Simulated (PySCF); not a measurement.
**Solvent effects on NMR parameters**

Atoms are numbered as in `[CH3:1][O:2][SiH2:3][O:4][CH2:5][CH2:6][SiH3:7]`; H(Xn) means a hydrogen on atom n.

GIAO PBE0/pcSseg-1 in PySCF 2.14 on one PBE0-D3(BJ)/def2-SVP conformer, non-relativistic, equivalent nuclei averaged. Solvents enter as an IEF-PCM continuum (benzene with ε = 2.3, chloroform with ε = 4.7) around the gas-phase geometry. Shifts are referred to TMS computed in the same medium.

In benzene, δ in ppm: C5 67.0, C1 54.4, C6 15.9, Si3 -25.0, Si7 -70.9, H(Si3) 4.57, H(C5) 3.86, H(Si7) 3.76, H(C1) 3.75, H(C6) 1.20. Dipole moment 1.86 D.

Q: How does each δ change in the more polar medium?

A: 
```csv
atoms,environment,"Δδ, chloroform"
C5,sp3 CH2 bonded to O,+0.3
C1,methyl carbon bonded to O,+0.3
C6,sp3 CH2 bonded to Si,+0.2
Si3,"silicon bonded to 2 O, 2 H",+0.1
Si7,"silicon bonded to C, 3 H",+0.2
H(Si3),hydrogen on a silicon bonded to 2 O,-0.01
H(C5),hydrogen on an sp3 CH2 bonded to O,+0.05
H(Si7),hydrogen on a silicon bonded to C,-0.02
H(C1),hydrogen on a methyl carbon bonded to O,+0.03
H(C6),hydrogen on an sp3 CH2 bonded to Si,0.00
```

Changes are relative to benzene. The dipole moment becomes 2.03 D in chloroform.

Q: Which nuclei move most (in ppm), and what does the model miss?

A: C1 (methyl carbon bonded to O, +0.3 ppm) in chloroform. A continuum only polarises the solute; specific hydrogen bonds, the anisotropy of aromatic solvents and changes of geometry or conformer are outside it.
